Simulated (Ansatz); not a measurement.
`N=C[Si](N)(O)S`, relaxed with RKS PBE0-D4/def2-TZVP in the Gaussian-basis code of Ansatz from a PBE-D4/def2-SVP geometry. The force threshold is 0.005 eV/Å; the program also tests the step.

Charge 0, multiplicity 1.

Start:

```xyz
12

N     1.970   -0.815   -0.381
C     1.304   -0.073    0.435
Si   -0.521    0.172   -0.072
N    -1.554   -0.181    1.265
O    -0.578   -0.779   -1.449
S    -0.970    2.228   -0.543
H     2.968   -0.912   -0.114
H     1.762    0.412    1.331
H    -1.488   -1.094    1.723
H    -2.525    0.139    1.223
H     0.349   -1.121   -1.553
H    -0.718    2.024   -1.865
```

```csv
step,energy (eV),largest force (eV/Å),largest move (Å)
1,-24866.9169,1.068,0.000
2,-24866.9899,0.666,0.039
3,-24867.0069,0.181,0.039
4,-24867.0096,0.168,0.094
5,-24867.0115,0.107,0.058
6,-24867.0136,0.037,0.026
7,-24867.0140,0.019,0.009
8,-24867.0142,0.007,0.010
9,-24867.0142,0.012,0.006
10,-24867.0142,0.006,0.003
11,-24867.0142,0.003,0.003
```

End:

```xyz
12

N     1.982   -0.827   -0.329
C     1.288   -0.066    0.418
Si   -0.516    0.164   -0.100
N    -1.519   -0.204    1.221
O    -0.610   -0.750   -1.454
S    -0.997    2.192   -0.539
H     2.953   -0.907   -0.021
H     1.714    0.440    1.295
H    -1.409   -1.064    1.734
H    -2.473    0.118    1.235
H     0.252   -1.160   -1.625
H    -0.666    2.065   -1.835
```

It took 31 s on 2 threads of an AMD EPYC 7R13 on a shared host and a share of an NVIDIA H100 80 GB, with 0.92 GiB of host memory at the peak.
